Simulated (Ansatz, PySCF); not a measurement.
Zr(OH)3(SH) (H4O3SZr), SMILES [OH][Zr]([OH])([OH])[SH], multiplicity 1.

The structure is a stationary point at B3LYP-D3(BJ)/def2-SVP. The spin state was assumed, not searched. The structure was generated by enumeration; whether it is a known compound was not checked. The def2 effective core potentials stand for the cores of Zr; spin–orbit coupling is left out. The values are those of a single conformer.

Vertical ionisation energy (IE) and electron affinity (EA) in eV. Rows of orbital energies are one-electron estimates. Where ΔSCF, EOM or ADC give a negative EA the extra electron is unbound and the value depends on the basis.

| level | IE | EA |
|---|---|---|
| −ε(HOMO), −ε(LUMO), PBE0/def2-TZVP (PySCF) | 6.92 | 0.49 |
| −ε(HOMO), −ε(LUMO), PBE/def2-TZVP (PySCF) | [?] | [?] |
| ΔSCF, PBE0/def2-SVPD (Ansatz), final states of multiplicity 2 and 2 | 9.14 | -0.56 |
| ΔSCF, PBE/def2-SVPD (Ansatz), final states of multiplicity 2 and 2 | 8.95 | -0.39 |

**Question.** Complete the blanks. (An estimate is asked for; the answer gives what the named calculation found.)

**Answer.** 
- −ε(HOMO), −ε(LUMO), PBE/def2-TZVP (PySCF), IE: 5.69
- −ε(HOMO), −ε(LUMO), PBE/def2-TZVP (PySCF), EA: 1.36

**Question.** What vertical singlet–triplet gap does ΔSCF give with PBE0/def2-SVPD (Ansatz, a quantum-chemistry and plane-wave program) and with PBE/def2-SVPD (Ansatz)? (The exact figures need the calculation; the answer reports its results.)

**Answer.** 4.93 and 4.81 eV (triplet above singlet where positive).
